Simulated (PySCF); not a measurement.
# Worked example: oscillator strength and radiative lifetime

Mo(O)(NH)(Cl)2 (Cl2HMoNO), SMILES [NH]=[Mo](=[O])([Cl])[Cl], multiplicity 1.

Geometry: PBE-D3(BJ)/def2-SVP. The spin state was assumed, not searched. The structure was generated by enumeration; whether it is a known compound was not checked. The def2 effective core potentials stand for the cores of Mo; spin–orbit coupling is left out.

PySCF 2.14.0 with TDA-ωB97X/def2-SVPD puts the first singlet state with f over 0.02 at 4.98 eV (vertical), with the transition dipole (0.000, 0.000, -0.413) in atomic units.

Task: Find the oscillator strength, the wavelength and the radiative lifetime that this transition would have in vacuum if emission retraced absorption.

Result: 
|μ|² = 0.1706 au, so |μ| = 1.05 D. ΔE = 4.98/27.211 = 0.1830 hartree. f = (2/3) ΔE |μ|² = 0.021 (the program prints 0.021).
λ = 1239.84/4.98 = 249 nm; ν = 40166 cm⁻¹.
Einstein's coefficient A = 0.6670 ν² f s⁻¹ (ν in cm⁻¹) = 2.2e7 s⁻¹, so τ = 1/A = 45 ns. This state is S5; the lower singlets have f = 0.005, 0.007, 0.005, 0.001. The figure is the radiative limit of this one transition; relaxation, internal conversion, crossing to triplets and a medium change what is measured.
